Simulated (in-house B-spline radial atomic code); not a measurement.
# Ionising Zn V (Zn4+) with different functionals

Computed with a radial B-spline atomic code at the basis-set limit: scalar-relativistic (spin-free X2C) Hamiltonian, Fermi nucleus of rms radius 3.9283 fm, spin-polarised at highest spin, spherical fractional occupations for the functionals, and exact exchange of hybrids averaged over the configuration. The ionisation energy is the difference of two self-consistent energies, [Ar] 3d8 → [Ar] 3d7, without Breit or QED terms; ε is the level of the shell that loses the electron (its least bound occupied spin orbital).

| method | rung | ΔSCF (eV) | -ε(3d) (eV) |
| --- | --- | --- | --- |
| PBE0 | global hybrid | 83.50 | 75.42 |
| B3LYP | global hybrid | 83.73 | 74.89 |
| TPSSh | global hybrid | 83.50 | 73.17 |
| BHandHLYP | global hybrid | 83.13 | 78.84 |
| r2SCAN0 | global hybrid | 83.33 | 75.36 |
| B97-1 | global hybrid | 83.56 | 74.86 |
| HSE06 | range-separated hybrid | 83.46 | 74.96 |
| wB97X | range-separated hybrid | 83.29 | 77.53 |
| CAM-B3LYP | range-separated hybrid | 83.69 | 76.92 |
| LC-wPBE | range-separated hybrid | 83.79 | 77.61 |

**Question.** Among the functionals, which spreads more, the ΔSCF values or the orbital energies?

**Answer.** The orbital energies: ΔSCF values span about 0.66 eV and the orbital energies 5.68 eV; here energy differences depend much less on the functional than eigenvalues do.

**Question.** How do they compare with the NIST value?

**Answer.** NIST lists 82.6 eV ± 0.9 (semi-empirical, ground level to ground level). Errors run from +0.53 to +1.19 eV; all lie within about twice that uncertainty, so the table can't rank the methods.
